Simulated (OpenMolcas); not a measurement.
**Te3+: the spin-orbit constant, worked from levels**

```yaml
Program: OpenMolcas
Basis: ANO-RCC-VQZP [8s7p5d3f2g]
Scalar_Hamiltonian: DKH2, point nucleus
Active_space: 3 electrons in 4 orbitals (5s 5p)
State_averaging: 2S+1 = 4 odd, 1 root; 2S+1 = 2 odd, 11 roots; 2S+1 = 4 even, 3 roots; 2S+1 = 2 even, 9 roots
Spin-orbit_coupling: RASSI with atomic mean-field integrals over the reference wave functions, term energies averaged over their components
```

Methods: CASSCF; MS-CASPT2, IPEA 0.25 Eh, imaginary shift 0.1 Eh (closed shells correlated: 4d). Measured levels: Moore, Atomic Energy Levels, vol. III, NSRDS-NBS 35 (1971 reprint of NBS Circular 467, 1958).

**The spin-orbit constant.** For the Hund term 2P* of p1, E(J) = (A/2) J(J+1) + constant and ζ = 2S·A = A. From J = 1/2 to J = 3/2 the energy changes by 1.5 A.

```
   Source  E(3/2) - E(1/2)       A     ζ
   CASSCF           7886.0  5257.3  5257
MS-CASPT2           7981.4  5320.9  5321
 measured           9223.0  6148.7  6149
```

All in cm-1. MS-CASPT2 is off by -13.5 % and CASSCF by -14.5 %. Both methods take the spin-orbit matrix elements from the reference wave functions, so the second can move ζ only through the term energies and any multistate remixing.

Over all roots computed the reference weight is 0.86 to 0.94 in MS-CASPT2; the roots of lowest weight are the least certain, and an intruder state may touch them. Measured partners are found by configuration, term and J. A level has none where our copy of the source lacks it or the pairing is in doubt (some pairs that miss far off the trend of their configuration count as doubtful), and it then counts in no deviation. Levels of configurations outside the active space are missing.

* marks odd parity.
